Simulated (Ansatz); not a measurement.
## A basis-limit estimate, worked out

An elementary step of BSiH5Cl2O, closed shell (BHCl₂O ([OH][B]([Cl])[Cl]) + SiH₄ → BHCl₂ ([Cl][BH][Cl]) + SiH₄O ([OH][SiH3]) (still joined by a long B–O bond); B–O, Si–H broken or loosened, B–H, O–Si formed or tightened). “Start” and “end” are the PBE0-D4/def2-TZVP structures reached by relaxing down either side of its saddle point, with the molecules still in contact.

Program: Ansatz 0.2.0. Basis: def2-TZVPP and def2-QZVPP. Cores are frozen in the correlated methods.

Energies in eV:

| quantity | end | start |
| --- | --- | --- |
| Hartree–Fock, triple zeta (X = 3) | -35662.87510 | -35663.23805 |
| Hartree–Fock, quadruple zeta (X = 4) | -35663.95218 | -35664.30384 |
| MP2 correlation, X = 3 | -23.62482 | -23.37340 |
| MP2 correlation, X = 4 | -25.69064 | -25.40935 |
| CCSD(T) correlation, X = 3 | -26.21539 | -26.03763 |

Task: Work out the step energy at the basis limit: extrapolate Hartree–Fock as E(X) = E∞ + A exp(−7.88 √X) and the MP2 correlation as E(X) = E∞ + B X^−2.97 (the exponents that Neese and Valeev fitted for def2-TZVPP and QZVPP), then add CCSD(T) − MP2 in triple zeta.

Result: Each step is linear, so take the differences first (end − start): Hartree–Fock 0.36295 (X = 3) and 0.35166 (X = 4); MP2 correlation -0.25142 and -0.28129; CCSD(T) correlation -0.17776.
Two points give E∞ = E(4) + w [E(4) − E(3)], with w = 1/(exp(7.88 (2 − √3)) − 1) = 0.1377 for Hartree–Fock and w = 1/((4/3)^2.97 − 1) = 0.7407 for the correlation.
Hartree–Fock: 0.35166 + 0.1377 × (-0.01129) = 0.3501 eV.
MP2 correlation: -0.28129 + 0.7407 × (-0.02987) = -0.3034 eV.
CCSD(T) − MP2: -0.17776 − (-0.25142) = 0.0737 eV.
Sum: 0.3501 + (-0.3034) + 0.0737 = 0.1204 eV, or 2.78 kcal/mol. Plain CCSD(T) in triple zeta gives 0.1852 eV, so the larger basis shifts the result by -0.0648 eV.

T1 diagnostic: at most 0.012.

Ligand swaps between two centres remove the fluorinated layer in thermal atomic layer etching, and scramble precursors in the gas phase.

Labels in which every atom is bracketed show which atoms are joined, not bond orders.

For scale, one of the runs: CCSD(T)/def2-TZVPP, 258 basis functions, launched by `ansatz run in.yaml --threads 8 --pin off --events-out ev --progress --plain --max-ram 19148MiB`. The run took 20 s on 8 CPU threads of an Intel Xeon 6975P-C (shared host), with 6.3 GiB of host memory at its peak.
